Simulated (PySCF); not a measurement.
NMR data simulated for an unnamed compound:

¹H NMR (400 MHz, computed): δ 7.35 (q, J = 2.4 Hz, 1H), 6.87 (m, 1H), 6.82 (m, 1H), 3.22 (q, J = 1.9 Hz, 2H).

¹³C{¹H} NMR (computed): δ 155.3 (CH), 148.2 (CH), 140.6 (CH), 122.7 (C), 121.1 (C), 47.8 (CH2).

PySCF 2.14.0 with density-fitted response routines calculation with PBE0-D3(BJ)/def2-SVP geometry, spin–spin couplings from B3LYP/pcJ-1 (spin–dipole term only in couplings to heteroatoms) and NMR shieldings at PBE0/pcSseg-1/GIAO; no solvent, single conformer, non-relativistic Hamiltonian, fast rotation and ring inversion assumed for equivalent nuclei.

References, each an isolated molecule treated in the same way: ¹H, ¹³C vs TMS.

Task: Which of these does the molecule contain: a non-aromatic C=C double bond, a CF3 group, a heteroaromatic ring, a nitrile, an N-methyl group?

Result: 
- A non-aromatic C=C double bond: yes.
- A CF3 group: no.
- A heteroaromatic ring: no.
- A nitrile: yes (δC 121.1).
- An N-methyl group: no.

The data belong to cyclopentadienecarbonitrile (N#CC1=CC=CC1, C$_{6}$H$_{5}$N); they needn't prove each group on their own.

Carbon signals by region: 5 in the sp2 and nitrile region (100–160 ppm), 1 below 50 ppm.

Splittings below 1 Hz are ignored in the labels, and close J values are merged. Unscaled 3J(H,H) at this level run about 10 % above measured values. Shifts are as computed. Against solution values, carbons near 30 ppm lie about +2 ppm off and those near 130 ppm about +5 ppm. Of 1211 compounds with measured shifts, 218 miss one by over three times the rms of a fit or turn the order of signals round; such compounds aren't used in these exercises.
